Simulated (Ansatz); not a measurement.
C₃H₇NOSi, SMILES `C=N/C([SiH3])=C\O`, relaxed with RKS PBE-D4/def2-SVP in Ansatz from a rough embedded geometry. The force threshold is 0.03 eV/Å; the program also tests the step.

Total charge 0; spin multiplicity 1.

Start:

```xyz
13

C    -0.241    2.092   -0.243
N     0.078    1.092   -0.884
C     0.081   -0.094   -0.192
Si    1.678   -1.176   -0.403
C    -0.960   -0.647    0.448
O    -2.196   -0.007    0.578
H    -0.310    3.084   -0.695
H    -0.554    2.053    0.875
H     1.539   -2.344    0.403
H     2.818   -0.315    0.112
H     1.913   -1.486   -1.809
H    -0.985   -1.630    0.904
H    -2.861   -0.621    0.906
```

```csv
step,energy (eV),largest force (eV/Å),largest move (Å)
1,-14618.1553,4.312,0.000
2,-14618.4835,1.174,0.121
3,-14618.5185,0.795,0.087
4,-14618.5414,0.414,0.146
5,-14618.5664,0.261,0.107
6 (rejected),-14618.5658,0.178,0.057
7,-14618.5697,0.066,0.028
8,-14618.5711,0.044,0.077
9 (rejected),-14618.5575,0.519,0.035
10,-14618.5719,0.032,0.017
11,-14618.5723,0.074,0.033
12 (rejected),-14618.5707,0.177,0.051
13,-14618.5728,0.029,0.025
```

End:

```xyz
13

C    -0.320    2.183   -0.237
N     0.142    1.117   -0.776
C     0.124   -0.126   -0.129
Si    1.672   -1.164   -0.390
C    -0.968   -0.666    0.491
O    -2.141    0.006    0.655
H    -0.318    3.122   -0.826
H    -0.722    2.234    0.801
H     1.500   -2.478    0.330
H     2.882   -0.465    0.171
H     1.921   -1.421   -1.852
H    -0.941   -1.714    0.841
H    -2.830   -0.628    0.922
```

Run time 17 s (4 threads of an Intel Xeon Platinum 8488C on a shared host); peak host memory 0.19 GiB.
